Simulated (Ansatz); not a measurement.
Computed with Ansatz on PBE0-D4/def2-TZVP structures; ΔE is electronic, products minus reactants. CCSD(T)/CBS is the MP2 limit (def2-TZVPP, def2-QZVPP) plus CCSD(T) − MP2 in def2-TZVPP, frozen cores. This one scheme is used for every species. DFT in def2-TZVPP. HSE06 is defined as in plane-wave codes. Each species was taken in one conformer, which may not be the lowest.

`[SiH3]O[SiH]([SiH3])Cl` + NH₃ → `N[SiH](Cl)O[SiH3]` + SiH₄  (cleavage of the Si–Si bond)

`[SiH3]O[SiH]([SiH3])Cl`:

```xyz
12

Si    1.847   -0.963   -0.948
O     0.666    0.178   -1.014
Si   -0.272    1.170   -0.130
Si   -1.964   -0.011    0.974
Cl    0.878    2.090    1.318
H     1.982   -1.544   -2.304
H     1.468   -2.026    0.020
H     3.128   -0.346   -0.527
H    -0.765    2.242   -1.027
H    -2.787    0.933    1.775
H    -2.835   -0.705   -0.012
H    -1.347   -1.019    1.875
```

NH₃:

Z-matrix (Å, degrees):
```
N
H 1 1.013
H 1 1.013 2 107.1
H 1 1.013 2 107.1 3 -114.5
```

`N[SiH](Cl)O[SiH3]`:

```xyz
11

N     0.879   -1.007    1.812
Si    0.715   -0.796    0.141
Cl    2.192    0.369   -0.727
O    -0.689   -0.041   -0.145
Si   -1.380    1.113   -1.089
H     0.710   -0.244    2.447
H     1.569   -1.645    2.174
H     0.802   -2.111   -0.521
H    -2.845    1.030   -0.884
H    -0.895    2.457   -0.690
H    -1.059    0.874   -2.519
```

SiH₄:

Z-matrix (Å, degrees):
```
Si
H 1 1.485
H 1 1.485 2 109.5
H 1 1.485 2 109.5 3 -120.0
H 1 1.485 2 109.5 3 120.0
```

```
             level  ΔE (kJ/mol)  difference from CCSD(T)/CBS
         revPBE-D4        -59.4                         17.6
          HSE06-D4        -65.0                         12.0
      CAM-B3LYP-D4        -82.9                         -5.9
               PBE        -60.5                         16.5
              BLYP        -73.0                          4.0
            r2SCAN        -75.9                          1.1
           r2SCAN0        -79.2                         -2.2
  CCSD(T)/def2-SVP        -80.4                         -3.4
    MP2/def2-TZVPP        -85.1                         -8.1
SCS-MP2/def2-QZVPP        -85.9                         -8.9
       CCSD(T)/CBS        -77.0                            0
```

(1) What do rigid-rotor, harmonic-oscillator terms from PBE0-D4/def2-TZVP frequencies (298.15 K, 1 bar) make of the CCSD(T)/CBS value? (Estimate.)

Largest T1 diagnostic among the species: 0.012.

Results:

(1) The calculation gave: ΔZPE = -5.0 kJ/mol, ΔH = -84.3 kJ/mol, ΔS = -19 J/(mol·K), ΔG = -78.6 kJ/mol. Modes under 50 cm⁻¹ make the entropy rough.

From r2SCAN to r2SCAN0 (25 % exact exchange), in def2-TZVPP and without D4, ΔE moves by −3.3 kJ/mol. The D4 term adds +3.7 kJ/mol with B3LYP and +2.4 kJ/mol with PBE0; it sums over pairs of atoms, weighted by their polarisabilities, and B3LYP, whose exchange is more repulsive, gets the larger term. In def2-TZVPP, CCSD(T) changes the Hartree–Fock value by +17.6 kJ/mol (the triples alone add +2.5 kJ/mol) and MP2 by +11.2 kJ/mol.

CCSD(T)/CBS has its own doubt, a few kJ/mol and more with outer-core shells, so smaller differences from it don't rank the levels.

B3LYP here is the variant with VWN-RPA as its local correlation; programs differ in this.
